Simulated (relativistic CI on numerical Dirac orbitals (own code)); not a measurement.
Hyperfine structure of Pt XII, mass number 195

Computed by Dirac-Coulomb-Breit CI, orbitals from a KLI potential per configuration, model QED (radiative potential, 1s self-energy scaled to tabulated hydrogen-like ionisation energies), unscaled Slater integrals (own radial code, finite nucleus).

CI space (outside the closed core [Kr] 4d10): 4f14 5s2 5p5, 4f13 5s2 5p6, 4f14 5s 5p6, 4f14 5s2 5p4 5d, 4f14 5s 5p5 5d, 4f14 5s2 5p4 5f, 4f13 5s2 5p5 5d, 4f14 5s2 5p4 5g, 4f14 5s2 5p4 6s, 4f14 5s 5p5 5f, 4f14 5p5 5d2, 4f13 5p6 5d2, 4f14 5p4 5d3, 4f14 5p4 5d2 5f, 4f13 5p5 5d3. Double excitations out of closed p, d and f shells are left out; levels of such configurations are missing from the list, as are those of other unlisted configurations, and high levels can miss mixing partners. Some configurations lack a partner that the ground configuration has and come out too high, among them 4f14 5s2 5p4 5g, 4f14 5s2 5p4 6s.

Nuclear spin I = 1/2, μ = 0.6073 μN (tables of Stone and Pyykkö). The electronic factors are computed for point nuclear moments, without core polarisation or the Bohr-Weisskopf and QED corrections.

```json
{"Level": "4f14 5s2 5p5 2P°_3/2", "E (cm⁻¹)": "0", "A (GHz)": "12.56"}
{"Level": "4f14 5s2 5p5 2P°_1/2", "E (cm⁻¹)": "143629", "A (GHz)": "121.8"}
{"Level": "4f13 5s2 5p6 2F°_7/2", "E (cm⁻¹)": "285366", "A (GHz)": "2.451"}
{"Level": "4f13 5s2 5p6 2F°_5/2", "E (cm⁻¹)": "312337", "A (GHz)": "4.584"}
{"Level": "4f14 5s2 5p4 5d 4D_5/2", "E (cm⁻¹)": "437731", "A (GHz)": "8.46"}
{"Level": "4f14 5s2 5p4 5d 2P_1/2", "E (cm⁻¹)": "446667", "A (GHz)": "33.37"}
{"Level": "4f14 5s2 5p4 5d 4F_9/2", "E (cm⁻¹)": "462046", "A (GHz)": "6.424"}
{"Level": "4f14 5s2 5p4 5d 2F_7/2", "E (cm⁻¹)": "462049", "A (GHz)": "6.938"}
```

Levels with J = 0, under 50 % of one LS term, or S terms without an open s electron are left out. Small factors come from cancelling terms and can be off by tens of per cent or more.

At this charge transitions that keep the count of f electrons are usually good to a few per cent. Levels and lines within the n = 5 or 6 shells can be off by up to 10 % or somewhat more, and those that change n by about 2 %, since core polarisation is missing. Levels that differ in their count of f electrons can be misplaced by several ten thousand cm⁻¹, since the correlation energy of f electrons is missing or only estimated; rates across such gaps can be off by orders of magnitude.

Q: Give the hyperfine levels of 4f14 5s2 5p5 2P°_1/2 relative to its centre of gravity.

A: With K = F(F + 1) − I(I + 1) − J(J + 1), E = AK/2: F = 0: -91.36, F = 1: 30.45 GHz.

LS names give the leading component of a level, which can be under half, so a name can repeat, a term be missing and a line seem to break the LS rules.
